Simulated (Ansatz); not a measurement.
Results of the Gaussian-basis code of Ansatz.

`FC(F)(F)O[SiH3]`. The species carries charge 0 and has multiplicity 1. All single points use the PBE0-D4/def2-TZVP geometry.

```xyz
9

F     1.410    0.061   -1.540
C     1.197   -0.463   -0.328
F     0.588   -1.647   -0.517
F     2.379   -0.698    0.225
O     0.484    0.348    0.445
Si   -1.182    0.546    0.423
H    -1.829   -0.619    1.067
H    -1.645    0.692   -0.976
H    -1.402    1.780    1.202
```

(1) What is the dipole moment at ωB97M-V/def2-TZVPP? (Estimate.)

(2) And with PBE, r2SCAN, B3LYP? (Best estimate.)

(3) Give the Mulliken charges with ωB97M-V, r2SCAN, B3LYP in def2-TZVPP. (An estimate is asked.)

Results:

(1) The calculation gave: 2.12 D, with components (-1.94, 0.71, 0.51) D in this frame, pointing from negative to positive charge.

(2) The calculation gave: PBE 2.02 D, r2SCAN 2.07 D, B3LYP 2.15 D.

(3) The calculation gave: 
```
atom  ωB97M-V  r2SCAN  B3LYP
  F1    -0.17   -0.18  -0.18
  C2     0.55    0.59   0.58
  F3    -0.18   -0.19  -0.19
  F4    -0.16   -0.16  -0.17
  O5    -0.33   -0.35  -0.33
 Si6     0.30    0.43   0.41
  H7    -0.01   -0.05  -0.04
  H8     0.00   -0.04  -0.04
  H9    -0.01   -0.05  -0.05
```

B3LYP here is the variant with VWN-RPA as its local correlation; programs differ in this.
